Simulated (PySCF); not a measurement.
Gas-phase reaction: InH3 + HBr = InBr + 2 H2

Method: PySCF energies plus ideal-gas RRHO corrections (1 bar). † marks an energy on the PBE0/def2-TZVP geometry and frequencies; other levels use their own. CCSD(T) freezes the core. All species are closed-shell singlets. B3LYP is the form with VWN-RPA correlation. In: scalar-relativistic def2 core potential, no spin-orbit coupling. Br: all electrons, no relativistic terms. InH3: computed as isolated molecules; such fragments, hydroxides, amides, oligomers or adducts are transient or little studied in the gas. CCSD(T) isn't extrapolated to the basis-set limit.

PBE/def2-SVP gives ΔH°(298 K) = -192 kJ.

What do CCSD(T)/def2-SVP†, CCSD(T)/def2-TZVPP†, B3LYP/def2-TZVP† give?

CCSD(T)/def2-SVP†: -179 kJ; CCSD(T)/def2-TZVPP†: -187 kJ; B3LYP/def2-TZVP†: -215 kJ. For scale, ΔH°(298 K) is -192 kJ at this level, -182 kJ at ωB97M-V/def2-TZVP†, and runs from -249 to -158 kJ over the 18 levels computed († marks an energy on the PBE0/def2-TZVP geometry).
